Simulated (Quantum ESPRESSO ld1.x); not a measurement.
Task: These are the eigenvalues of the occupied orbitals of an atom or ion with whole-number occupations (eV). Method: scalar-relativistic Kohn-Sham, LDA (Slater exchange, Perdew-Zunger correlation), spin-polarised, spherical densities, point nucleus; computed with ld1.x of Quantum ESPRESSO 7.5.

| orbital | eigenvalue |
|---|---|
| 1s up | -74724.7 |
| 1s down | -74681.3 |
| 2s up | -18055.8 |
| 2s down | -17987.7 |
| 2p up | -16772.4 |

Which element is it, and in what charge state? The configuration may be excited. Open shells, if any, are filled with parallel spins first.

Result: Z = 73, tantalum, charge +67: Ta67+ in [He] 2s2 2p2. The list shows which subshells hold electrons but not how many an open one holds; the 1s level, -2746.1 hartree, gives Z - s = 74.1 by -(Z - s)^2/2, which with screening and relativity narrows Z to a few neighbours, and the depths of the outer levels then fix element, charge and occupations together.
